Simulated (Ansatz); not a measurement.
Species: QAO (DiKTa) `O=c1c2ccccc2n2c3ccccc3c(=O)c3cccc1c32` (charge 0, multiplicity 1).

Question: Give a relaxed geometry from PBE0-D3(BJ)/def2-SVP (Ansatz, a quantum-chemistry and plane-wave program).

Answer: the end point of this relaxation (outside a Z-matrix the atoms follow the SMILES, hydrogens last).
Bonds (Å): O1–C2 1.218, C2–C3 1.475, C2–C22 1.474, C3–C4 1.401, C3–C8 1.409, C4–C5 1.384, C4–H24 1.092, C5–C6 1.400, C5–H25 1.092, C6–C7 1.387, C6–H26 1.093, C7–C8 1.406, C7–H27 1.089, C8–N9 1.408, N9–C10 1.408, N9–C23 1.390, C10–C11 1.406, C10–C15 1.408, C11–C12 1.387, C11–H28 1.089, C12–C13 1.400, C12–H29 1.093, C13–C14 1.384, C13–H30 1.092, C14–C15 1.401, C14–H31 1.092, C15–C16 1.475, C16–O17 1.218, C16–C18 1.474, C18–C19 1.397, C18–C23 1.411, C19–C20 1.390, C19–H32 1.093, C20–C21 1.390, C20–H33 1.092, C21–C22 1.397, C21–H34 1.093, C22–C23 1.411. Angles (°): O1–C2–C3 122.9, O1–C2–C22 122.9, C3–C2–C22 114.0, C2–C3–C4 118.5, C2–C3–C8 121.1, C4–C3–C8 120.1, C3–C4–C5 120.9, C3–C4–H24 116.8, C5–C4–H24 122.3, C4–C5–C6 118.9, C4–C5–H25 120.7, C6–C5–H25 120.4, C5–C6–C7 121.1, C5–C6–H26 120.0, C7–C6–H26 118.9, C6–C7–C8 120.4, C6–C7–H27 119.6, C8–C7–H27 120.0, C3–C8–C7 118.5, C3–C8–N9 119.8, C7–C8–N9 121.6, C8–N9–C10 122.5, C8–N9–C23 118.8, C10–N9–C23 118.8, N9–C10–C11 121.6, N9–C10–C15 119.8, C11–C10–C15 118.5, C10–C11–C12 120.4, C10–C11–H28 120.0, C12–C11–H28 119.6, C11–C12–C13 121.1, C11–C12–H29 118.9, C13–C12–H29 120.0, C12–C13–C14 118.9, C12–C13–H30 120.4, C14–C13–H30 120.7, C13–C14–C15 120.9, C13–C14–H31 122.3, C15–C14–H31 116.8, C10–C15–C14 120.1, C10–C15–C16 121.1, C14–C15–C16 118.5, C15–C16–O17 122.9, C15–C16–C18 114.0, O17–C16–C18 122.9, C16–C18–C19 119.2, C16–C18–C23 120.9, C19–C18–C23 119.9, C18–C19–C20 121.2, C18–C19–H32 116.7, C20–C19–H32 122.1, C19–C20–C21 119.0, C19–C20–H33 120.5, C21–C20–H33 120.5, C20–C21–C22 121.2, C20–C21–H34 122.1, C22–C21–H34 116.7, C2–C22–C21 119.2, C2–C22–C23 120.9, C21–C22–C23 119.9 (the first ones only).
